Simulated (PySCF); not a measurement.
Computed shifts of a molecule C2H5F3Si, PBE/pcSseg-1 (PySCF), GIAO, gas phase, atoms alike by connectivity averaged where their shifts nearly agree, in ppm (number of nuclei): ²⁹Si: -43.5 (1). ¹³C: 145.5 (1), -8.1 (1). ¹⁹F: -88.7 (3). ¹H: 4.48 (2), 0.71 (3). References: ²⁹Si against TMS (σ = 335.4 ppm); ¹³C against TMS (σ = 182.0 ppm); ¹⁹F against CFCl3 (σ = 133.6 ppm); ¹H against TMS (σ = 31.49 ppm), references at their B3LYP-D3(BJ)/def2-TZVP geometries, non-relativistic. Coordinates come from a B3LYP-D3(BJ)/def2-SVP optimisation. One conformer was computed; it need not be the lowest.

Problem. Which molecule gave these data?
A) CC(F)(F)[SiH2]F
B) C[Si@@H](F)C(F)F
C) CC[Si](F)(F)F
D) C[SiH2]C(F)(F)F

Solution. D, C[SiH2]C(F)(F)F
